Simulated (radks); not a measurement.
Results of a calculation; reference values are marked as such.
All-electron atom: Os48+ in [Ar] 3d10.

Code: a radial shooting solver on a logarithmic mesh with Libxc functionals. Model: scalar-relativistic Kohn-Sham, SCAN, spin-polarised, spherical densities, finite nucleus; meta-GGA in the generalised Kohn-Sham scheme; Fermi nuclear charge, rms radius 5.4126 fm.

Energy parts (Ry):
| part | energy |
|---|---|
| total | -31170.3912 |
| kinetic | 34839.0052 |
| electron-nucleus | -71177.0868 |
| Hartree | 5658.9900 |
| exchange-correlation | -491.2996 |

Orbitals (lengths in bohr, moments of r in powers of bohr):
1s: occ. 2; eigenvalue (Ry) -5621.728; <r^4> 5.124e-07; <r^2> 0.0004334
2s: occ. 2; eigenvalue (Ry) -1131.701; <r^4> 0.00007536; <r^2> 0.006606
2p: occ. 6; eigenvalue (Ry) -1009.411; <r^4> 0.00005978; <r^2> 0.005497
3s: occ. 2; eigenvalue (Ry) -395.2103; <r^4> 0.002509; <r^2> 0.04112
3p: occ. 6; eigenvalue (Ry) -358.7735; <r^4> 0.002644; <r^2> 0.04147
3d: occ. 10; eigenvalue (Ry) -319.6715; <r^4> 0.001944; <r^2> 0.03380

The highest occupied level is 3d at -4349.4 eV. The density falls to 0.001 e/bohr^3 at r = 0.63 bohr. Summed over all electrons, <r^2> = 0.7161 bohr^2, which gives a Langevin (diamagnetic) susceptibility term of -0.567 x 10^-6 cm^3/mol. For comparison, the ionisation energy in NIST's Atomic Spectra Database is 4374 eV (theoretical). In exact Kohn-Sham theory the highest level is minus the ionisation energy, but local and semilocal functionals leave it too shallow, through self-interaction and a potential that decays too fast; potentials with the right tail come closer.

Empty levels of this run are not shown, since the potential may be unsettled where no density lies.
